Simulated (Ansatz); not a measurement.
`[BH2][GaH2]` + `CCO` → `CC[O][GaH2]` + BH₃ at 298.15 K and 1 bar (cleavage of the Ga–B bond).

Program: Ansatz. Geometries: PBE0-D4/def2-TZVP. ΔE: electronic, gas phase. CCSD(T)/CBS is the MP2 limit (def2-TZVPP, def2-QZVPP) plus CCSD(T) − MP2 in def2-TZVPP, frozen cores. This one scheme is used for every species. For Ga outer-core shells are correlated without core-valence functions, which leaves a few kJ/mol of doubt a bond. Scalar relativity is left out up to krypton. One conformer a species, not always the lowest.

| species | CCSD(T)/CBS energy (Eh) | H − E (kJ/mol) | S (J/(mol·K)) |
| --- | --- | --- | --- |
| `[BH2][GaH2]` | -1951.07352 | 98.4 | 269.2 |
| `CCO` | -154.88256 | 224.2 | 269.4 |
| `CC[O][GaH2]` | -2079.43172 | 238.8 | 336.4 |
| BH₃ | -26.55200 | 78.7 | 188.3 |

H − E and S are ideal-gas, rigid-rotor, harmonic terms from PBE0-D4/def2-TZVP, for one conformer and one mirror image of each species. 1 Eh = 2625.50 kJ/mol, R = 8.31446 J/(mol·K).

Question: By hand: ΔE, ΔH, ΔS and ΔG.

Answer: ΔE = (-2079.43172) + (-26.55200) − (-1951.07352) − (-154.88256) = -0.02764 Eh = -72.6 kJ/mol. Δ(H − E) = 238.8 + 78.7 − 98.4 − 224.2 = -5.1, so ΔH = -77.7 kJ/mol. ΔS = 336.4 + 188.3 − 269.2 − 269.4 = -13.9 J/(mol·K). ΔG = -77.7 − 298.15 × (-13.9)/1000 = -73.6 kJ/mol.

Question: By hand: the equilibrium constant, and the temperature at which ΔG would vanish if ΔH and ΔS stayed fixed.

Answer: log₁₀ K = −ΔG/(RT ln 10) = 12.9. ΔG = 0 at ΔH/ΔS = 5590 K, far beyond where these terms or the molecules hold.

The number of gas molecules stays the same, so ΔS is small and ΔH decides. A doubt of 5 kJ/mol in ΔE shifts log₁₀ K by 0.9 here. Other conformers and mirror images would add mixing entropy, several J/(mol·K) or more a flexible species. Modes under 60 cm⁻¹, often nearly free rotors, make the harmonic entropy too high. These are equilibria of isolated gas molecules and say nothing of rates. Largest T1 diagnostic: 0.014 (customary marks: 0.02 for closed shells, 0.045 for open ones).
